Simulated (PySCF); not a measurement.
## How methods differ on the ionisation energy of Os⁵³⁺

Os⁵³⁺ [Ar] 3d5 (6S) → Os⁵⁴⁺ [Ar] 3d4 (5D), as a difference of total energies. Calculation: PySCF 2.14, in an even-tempered Gaussian basis (17 s from 13 bohr⁻², ratio 2.5; 13 p from 17 bohr⁻², ratio 2.5; 7 d from 17 bohr⁻², ratio 2.5; 4 f from 63 bohr⁻², ratio 2.7; 3 g from 95 bohr⁻², ratio 2.7); the spin-free X2C one-electron Hamiltonian (Gaussian nucleus). Correlated levels: outer shells: [Ne] frozen; virtual orbitals above 40 to 60 times the deepest correlated orbital energy dropped. The calculations carry no spin-orbit coupling.

| method | ionisation energy (eV) |
| --- | --- |
| UHF | 5111.4 |
| LDA | 5106.7 |
| PBE | 5106.3 |
| PBE0 | 5108.0 |
| r2SCAN | 5108.8 |
| r2SCANh | 5109.3 |
| M06 | 5109.3 |
| MP2 (outer shells) | 5111.6 |
| SCS-MP2 (outer shells) | 5111.0 |

Spin-orbit coupling is strong in these open shells (close to jj coupling). The scalar numbers leave it out and a first-order estimate fails, so it can dominate the gap to the real levels.

Breit and QED terms and the two-electron picture change are absent.

For comparison: 5052 ± 5 eV (theoretical estimate listed by NIST; NIST Atomic Spectra Database, ionization energies).
